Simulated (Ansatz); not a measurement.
Geometry optimisation, DFT PBE-D3(BJ), scalar-relativistic, plane waves, PAW in Ansatz 0.2.0.

Input:

```yaml
accuracy: low
crystal:
  lattice:
    - [10.04, 0.0, 0.0]
    - [0.0, 10.04, 0.0]
    - [0.0, 0.0, 10.04]
  atoms:
    - { symbol: Ba, position: [0.0, 0.0, 0.0] }
    - { symbol: Ba, position: [0.5, 0.0, 0.0] }
    - { symbol: Ba, position: [0.0, 0.5, 0.0] }
    - { symbol: Ba, position: [0.0, 0.0, 0.5] }
    - { symbol: Ba, position: [0.25, 0.25, 0.25] }
    - { symbol: Ba, position: [0.5, 0.5, 0.0] }
    - { symbol: Ba, position: [0.5, 0.0, 0.5] }
    - { symbol: Ba, position: [0.75, 0.25, 0.25] }
    - { symbol: Ba, position: [0.0, 0.5, 0.5] }
    - { symbol: Ba, position: [0.25, 0.75, 0.25] }
    - { symbol: Ba, position: [0.25, 0.25, 0.75] }
    - { symbol: Ba, position: [0.5, 0.5, 0.5] }
    - { symbol: Ba, position: [0.75, 0.75, 0.25] }
    - { symbol: Ba, position: [0.75, 0.25, 0.75] }
    - { symbol: Ba, position: [0.25, 0.75, 0.75] }
    - { symbol: Ba, position: [0.75, 0.75, 0.75] }
    - { symbol: B, position: [0.260162, -0.0005742, 0.6244095] }
basis:
  ecutwfc: 420.0
kpoints:
  mp_grid: { grid: [1, 1, 1] }
hamiltonian:
  xc: pbe
  dispersion: d3bj
scf:
  occupations: { method: fermi_dirac, width: 0.15 }
  lower_state_search: "off"
relax:
  f_tol: 0.08
  max_steps: 25
  adjacent_minimum: "off"
```

Command:

```bash
$ ansatz run input.yaml --threads 2 --pin off --max-ram 5120MiB --backend cpu --events-out ev --progress --plain --runs-dir out
```

Problem. Where does it end, and by what steps?

Solution. It converged. The threshold is loose, so the end isn't yet a minimum. The force dipped under the threshold on the way, but the program's further checks kept it going. Limits of this set-up: coarse k mesh, odd electron count without spin, a small cell, in which the defect meets its images, low accuracy level. After 2 steps the energy has fallen by 0.062 eV; Ba4 moved furthest, 0.05 Å.

```
step  energy less start (eV)  largest force component (eV/Å)  accepted
   0                  0.0000                           0.346       yes
   1                 -0.0619                           0.076       yes
   2                 -0.0619                           0.076       yes
```

```xyz
17
Lattice="10.0400 0.0000 0.0000 0.0000 10.0400 0.0000 0.0000 0.0000 10.0400" Properties=species:S:1:pos:R:3
Ba -0.003 0.000 -0.025
Ba 5.017 0.000 -0.043
Ba -0.010 5.020 0.018
Ba 0.053 0.001 5.024
Ba 2.511 2.509 2.544
Ba 5.032 5.020 0.018
Ba 5.015 0.001 4.996
Ba 7.536 2.522 2.490
Ba -0.033 5.020 5.007
Ba 2.511 7.531 2.545
Ba 2.501 2.475 7.536
Ba 5.050 5.020 5.010
Ba 7.536 7.518 2.490
Ba 7.533 2.542 7.541
Ba 2.501 7.562 7.538
Ba 7.533 7.498 7.541
B 2.567 -0.003 6.278
```

Whether the end is a true minimum wasn't checked by a vibrational analysis.

Run time: 8.8 s on 2 threads of Intel(R) Xeon(R) Platinum 8488C (Sapphire Rapids), with other jobs on the host, peak memory 0.84 GiB.
